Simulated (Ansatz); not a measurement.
Geometry optimisation, RHF/def2-SVP in Ansatz 0.2.0.

Input:

```yaml
crystal:
  periodic: [false, false, false]
  atoms:
    - { symbol: Al, position_ang: [0.022643, -0.613178, -0.471814] }
    - { symbol: H, position_ang: [0.015062, 0.006727, 2.215938] }
    - { symbol: Cl, position_ang: [1.824041, 0.235469, -1.051146] }
    - { symbol: Cl, position_ang: [-1.803393, 0.193692, -1.033379] }
    - { symbol: F, position_ang: [0.043448, -2.040794, 0.385797] }
    - { symbol: H, position_ang: [0.025999, -0.680416, 2.026605] }
basis:
  gaussian: { orbitals: def2-SVP }
hamiltonian:
  xc: hf
relax:
  f_tol: 0.03
  max_steps: 50
output:
  orbitals: {}
```

Run as:

```bash
$ ansatz run input.yaml --threads 1 --pin off --max-ram 2048MiB --backend cpu --events-out ev --progress --plain --runs-dir out
```

Q: Where does it end, and by what steps?

A: The run converged. After 10 steps the energy has fallen by 0.119 eV; H2 moved furthest, 0.40 Å.

```json
{"step": "0", "energy less start (eV)": "0.0000", "largest force component (eV/Å)": "1.517", "accepted": "yes"}
{"step": "1", "energy less start (eV)": "-0.0643", "largest force component (eV/Å)": "1.022", "accepted": "yes"}
{"step": "2", "energy less start (eV)": "-0.0816", "largest force component (eV/Å)": "0.621", "accepted": "yes"}
{"step": "3", "energy less start (eV)": "-0.0883", "largest force component (eV/Å)": "0.891", "accepted": "yes"}
{"step": "4", "energy less start (eV)": "-0.1020", "largest force component (eV/Å)": "0.343", "accepted": "yes"}
{"step": "5", "energy less start (eV)": "-0.1097", "largest force component (eV/Å)": "0.086", "accepted": "yes"}
{"step": "6", "energy less start (eV)": "-0.1153", "largest force component (eV/Å)": "0.381", "accepted": "yes"}
{"step": "7", "energy less start (eV)": "-0.1183", "largest force component (eV/Å)": "0.099", "accepted": "yes"}
{"step": "8", "energy less start (eV)": "-0.1188", "largest force component (eV/Å)": "0.054", "accepted": "yes"}
{"step": "9", "energy less start (eV)": "-0.1183", "largest force component (eV/Å)": "0.065", "accepted": "no"}
{"step": "10", "energy less start (eV)": "-0.1192", "largest force component (eV/Å)": "0.004", "accepted": "yes"}
```

```xyz
6
Properties=species:S:1:pos:R:3
Al 0.022 -0.678 -0.326
H 0.016 0.148 1.846
Cl 1.820 0.256 -0.797
Cl -1.801 0.212 -0.787
F 0.043 -2.248 0.157
H 0.028 -0.589 1.979
```

Run time: 5.5 s on 1 thread of AMD EPYC 9R45 96-Core Processor (Zen 5) (shared host), peak memory 0.16 GiB.
